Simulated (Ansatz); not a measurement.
`[OH][Ge]([SiH3])([Cl])[Cl]` + H₂O → `[OH][Ge]([OH])([Cl])[Cl]` + SiH₄ at 700 K and 1 bar (formal hydrolysis of a Ge–Si bond).

Isolated molecules relaxed with PBE0-D4/def2-TZVP in Ansatz; ΔE leaves out vibrations. CCSD(T)/CBS is the MP2 limit (def2-TZVPP, def2-QZVPP) plus CCSD(T) − MP2 in def2-TZVPP, frozen cores. This one scheme is used for every species. For Ge outer-core shells are correlated without core-valence functions, which leaves a few kJ/mol of doubt a bond. Scalar relativity is left out up to krypton. Each species was taken in one conformer, which may not be the lowest.

| species | CCSD(T)/CBS energy (Eh) | H − E (kJ/mol) | S (J/(mol·K)) |
| --- | --- | --- | --- |
| `[OH][Ge]([SiH3])([Cl])[Cl]` | -3362.44616 | 196.6 | 529.9 |
| H₂O | -76.37941 | 80.5 | 218.4 |
| `[OH][Ge]([OH])([Cl])[Cl]` | -3147.36572 | 152.3 | 474.3 |
| SiH₄ | -291.46306 | 115.5 | 252.9 |

H − E and S are ideal-gas, rigid-rotor, harmonic terms from PBE0-D4/def2-TZVP, for one conformer and one mirror image of each species. 1 Eh = 2625.50 kJ/mol, R = 8.31446 J/(mol·K).

By hand: ΔE, ΔH, ΔS and ΔG.

ΔE = (-3147.36572) + (-291.46306) − (-3362.44616) − (-76.37941) = -0.00321 Eh = -8.4 kJ/mol. Δ(H − E) = 152.3 + 115.5 − 196.6 − 80.5 = -9.3, so ΔH = -17.7 kJ/mol. ΔS = 474.3 + 252.9 − 529.9 − 218.4 = -21.1 J/(mol·K). ΔG = -17.7 − 700 × (-21.1)/1000 = -2.9 kJ/mol.

By hand: the equilibrium constant, and the temperature at which ΔG would vanish if ΔH and ΔS stayed fixed.

log₁₀ K = −ΔG/(RT ln 10) = 0.2. ΔG = 0 at ΔH/ΔS = 839 K.

TΔS isn't small against ΔH here. The sign of ΔG lies within the doubt. A doubt of 5 kJ/mol in ΔE shifts log₁₀ K by 0.4 here. Other conformers and mirror images would add mixing entropy, several J/(mol·K) or more a flexible species. These are equilibria of isolated gas molecules and say nothing of rates. Largest T1 diagnostic: 0.011 (customary marks: 0.02 for closed shells, 0.045 for open ones).
